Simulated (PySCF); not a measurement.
C₆H₅S (charge -1).
SMILES: `[S-]c1ccccc1`

The geometry is computed with GFN2-xTB (gas phase).

Take the most abundant isotopes and a rigid rotor. 

Problem. What are A, B and C (cm⁻¹)?

Solution. Ia = 87.35, Ib = 307.46, Ic = 394.82 u·Å²; 505379 MHz·u·Å²/I gives 5786, 1644 and 1280 MHz, that is A = 0.19298, B = 0.05483, C = 0.04270 cm⁻¹.

Problem. Classify the top.

Solution. An asymmetric top: κ = (2 × 1644 − 5786 − 1280)/(5786 − 1280) = -0.84.

Problem. Is it planar, by Δ = Ic − Ia − Ib?

Solution. Planar: Δ = Ic − Ia − Ib = 0.00 u·Å². For a rigid frame Δ = −2 Σ m c², so it vanishes when all atoms lie in the ab plane; here none is more than 0.01 Å from it.

Problem. Where do the levels up to J = 4 lie, in cm⁻¹?

Solution. Above 0(0,0):
J = 1: 1(0,1) 0.0975, 1(1,1) 0.2357, 1(1,0) 0.2478
J = 2: 2(0,2) 0.2918, 2(1,2) 0.4186, 2(1,1) 0.4550, 2(2,1) 0.8695, 2(2,0) 0.8702
J = 3: 3(0,3) 0.5814, 3(1,3) 0.6925, 3(1,2) 0.7653, 3(2,2) 1.1620, 3(2,1) 1.1658, 3(3,1) 1.8836, 3(3,0) 1.8836
J = 4: 4(0,4) 0.9640, 4(1,4) 1.0569, 4(1,3) 1.1780, 4(2,3) 1.5515, 4(2,2) 1.5628, 4(3,2) 2.2752, 4(3,1) 2.2754, 4(4,1) 3.2834, 4(4,0) 3.2834
The levels of one J sum to (2J + 1)J(J + 1)(A + B + C)/3.

Problem. Estimate the classical rotational partition function at 25 K, 50 K and 200 K.

Solution. Point group C2v, symmetry number σ = 2; q = (√π/σ)·√((kT/h)³/(ABC)), k/h = 20836.6 MHz/K: 3020 at 25 K, 8540 at 50 K, 68300 at 200 K.

No GFN2-xTB frequencies stand behind this structure, so it isn't proved a minimum. Zero-point vibration and centrifugal distortion are left out.
